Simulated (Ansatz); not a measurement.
Species: C3H6S, SMILES `CC(C)=S` with one electron removed (charge 1, multiplicity 2), formula C3H6S.

**Question.** How many basis functions does frozen-core CCSD(T)/cc-pVTZ // PBE0-D3(BJ)/def2-TZVP in Ansatz (a program for electronic structure) use, how many core orbitals are frozen, and how many electrons are correlated?

**Answer.** 208 basis functions and 8 frozen orbitals, which leaves 23 correlated electrons. Core time is of the order of minutes.
